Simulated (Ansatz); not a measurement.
Calculated with Ansatz (gas phase, PBE0-D4/def2-TZVP geometries, no zero-point term in ΔE). CCSD(T)/CBS is the MP2 limit (def2-TZVPP, def2-QZVPP) plus CCSD(T) − MP2 in def2-TZVPP, frozen cores. DFT in def2-TZVPP. B3LYP here is the variant with VWN-RPA as its local correlation; programs differ in this. For Ge outer-core shells are correlated without core-valence functions, which leaves a few kJ/mol of doubt a bond. Scalar relativity is left out up to krypton. One conformer a species, not always the lowest.

Consider the redistribution: `CB[S][GeH3]` + `Cl[SiH2][GeH2][Cl]` → `C[BH][GeH2][Cl]` + `Cl[SiH2][S][GeH3]`.

| level | ΔE (kJ/mol) | difference from CCSD(T)/CBS |
| --- | --- | --- |
| PBE-D4 | 49.6 | 10.1 |
| r2SCAN-D4 | 45.2 | 5.7 |
| PBE0-D4 | 45.9 | 6.4 |
| B3LYP-D4 | 46.0 | 6.5 |
| ωB97X-V | 41.5 | 2.0 |
| ωB97M-V | 40.3 | 0.8 |
| B2PLYP | 45.7 | 6.2 |
| PBE | 50.9 | 11.4 |
| r2SCAN | 45.4 | 5.9 |
| PBE0 | 46.9 | 7.4 |
| B3LYP | 48.2 | 8.7 |
| HF/def2-TZVPP | 39.2 | -0.3 |
| MP2/def2-TZVPP | 41.5 | 2.0 |
| SCS-MP2/def2-TZVPP | 41.3 | 1.8 |
| CCSD/def2-TZVPP | 42.2 | 2.7 |
| CCSD(T)/def2-TZVPP | 43.7 | 4.2 |
| HF/def2-QZVPP | 38.9 | -0.6 |
| MP2/def2-QZVPP | 39.0 | -0.5 |
| SCS-MP2/def2-QZVPP | 39.0 | -0.5 |
| HF/CBS(def2) | 38.9 | -0.6 |
| MP2/CBS(def2) | 37.2 | -2.3 |
| CCSD/CBS(def2) | 37.9 | -1.6 |
| CCSD(T)/CBS | 39.5 | 0 |

Largest T1 diagnostic among the species: 0.013.

From PBE to PBE0 (25 % exact exchange), in def2-TZVPP and without D4, ΔE moves by −3.9 kJ/mol.
